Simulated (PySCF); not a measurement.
# Orbital picture of HgF⁻

RHF at R = 2.379 Å; Hg def2-SVPD with ECP60, F def2-SVPD; scalar-relativistic core potentials (PySCF 2.14). State: ¹Σ⁺ (singlet), closed shell. Only the outer orbitals are listed, counted within each symmetry, core potentials removing the inner ones.

```
orbital  occ.  ε (eV)  on Hg (%)          main shells (%)
     6σ     2   -7.42         19  81 F p, 10 Hg s, 8 Hg d
     3π     2   -7.12          2                   98 F p
     3π     2   -7.12          2                   98 F p
     7σ     2   -2.85         97                  91 Hg s
     4π     0    6.93        104                 104 Hg p
     4π     0    6.93        104                 104 Hg p
```

Question: Which are the highest filled and the lowest empty level, where do they sit, and how wide is the gap?

Answer: Highest filled 7σ at -2.85 eV (in %: 91 Hg s); lowest empty 4π at 6.93 eV (in %: 104 Hg p); the gap at RHF is 9.78 eV. An empty level above zero is unbound, and its energy depends on the basis.

- bond order (Mayer): -0.09
- ⟨S²⟩: 0.000
- charge on Hg (Mulliken, basis-dependent): -0.14
- charge on Hg (Löwdin, basis-dependent): 0.02
- dipole moment (positive dipole points towards F; it is taken about the centre of mass and depends on that origin): -5.49 D
- polarisability along the bond: 58.4 bohr³
- polarisability across the bond: 56.4 bohr³

Shares are Mulliken populations and can fall outside 0 to 100 %.

Spin–orbit coupling is left out.
